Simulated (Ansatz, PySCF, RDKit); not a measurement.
Constitutional and geometric isomers with formula CH2OS2. Gas-phase values, no solvent. One relaxed conformer stands for each flexible species; it need not be the lowest. Strings in code marks are SMILES.

Quantity: electronic energy of isomers of CH2OS2 relative to `O=C(S)S` (S–C–S–H torsion 0°, S–C–S–H torsion 180°), in kJ/mol. Force-field values (RDKit) are differences of steric energies, which aren't made for comparing isomers with other bonds.

Level 1: frozen-core MP2/cc-pVTZ // B3LYP-D3(BJ)/def2-TZVP (Ansatz, a quantum-chemistry and plane-wave program)
Level 2: PBE/6-31G* // B3LYP-D3(BJ)/def2-TZVP (PySCF)
Level 3: SVWN5/6-31G* // B3LYP-D3(BJ)/def2-TZVP (PySCF)
Level 4: UFF, relaxed from the DFT geometry (RDKit)

```json
[
 {"species": "`O=CSS` (O–C–S–S torsion 5°, C–S–S–H torsion -85°)", "level 1": "25.76", "level 2": "22.03", "level 3": "28.17", "level 4": "0.08"}
]
```
